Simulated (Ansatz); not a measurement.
C$_{2}$H$_{6}$In, doublet, at a GFN2-xTB geometry (such geometries of metal compounds can be far from the true shape) (the spin is typed, not shown lowest) (core potentials on In); B3LYP/def2-SV(P) in Ansatz (an electronic-structure program).

The Ansatz input:
Ansatz 0.2 input:
```yaml
crystal:
  periodic: [false, false, false]
  atoms:
    - {symbol: In, position_ang: [0.22209102, 0.00252529, 0.26012453]}
    - {symbol: C, position_ang: [0.99515327, 0.27581596, -1.99153319]}
    - {symbol: H, position_ang: [1.69127446, -0.51623116, -2.25950421]}
    - {symbol: H, position_ang: [1.47249947, 1.24515471, -2.11914099]}
    - {symbol: H, position_ang: [0.10558994, 0.21511946, -2.61559874]}
    - {symbol: C, position_ang: [-2.11912037, -0.28868504, 0.67609886]}
    - {symbol: H, position_ang: [-2.43430131, -1.17463738, 0.12790984]}
    - {symbol: H, position_ang: [-2.62698284, 0.58874743, 0.27981532]}
    - {symbol: H, position_ang: [-2.34673709, -0.40467801, 1.73302269]}
basis:
  gaussian:
    orbitals: def2-SV_P_.json
hamiltonian:
  xc: b3lyp
magnetization: {spin_polarized: false, initial_magnetization: 1}
```
The basis file holds def2-SV(P) in the JSON format of the Basis Set Exchange.

It wrote (shortened):

```
Functional definition: B3LYP
819 factors; integrals over basis functions are off by at most 4.9e-4 eV
mean field evaluation 1: about -7330.4968 eV, gradient 6.9e1 eV
mean field evaluation 2: about -7330.6635 eV, gradient 6.9e1 eV
mean field evaluation 4: about -7344.0927 eV, gradient 6.0e0 eV
mean field evaluation 8: about -7344.2972 eV, gradient 9.2e-1 eV
mean field evaluation 16: about -7344.3002 eV, gradient 5.2e-5 eV
mean field evaluation 32: about -7332.9635 eV, gradient 5.6e1 eV
mean field -7344.30017230 eV, -269.8980531864 hartree, gradient 5.2e-5 eV, S^2 0.750000; 1 other end points of the search recorded, 0 dependent functions left out
reference -7344.30043161 eV, -269.8980627161 hartree; 20, 19 occupied and 46, 47 virtual orbitals, 819 factors
Total energy: -7344.30043161 eV, -269.8980627161 hartree
```
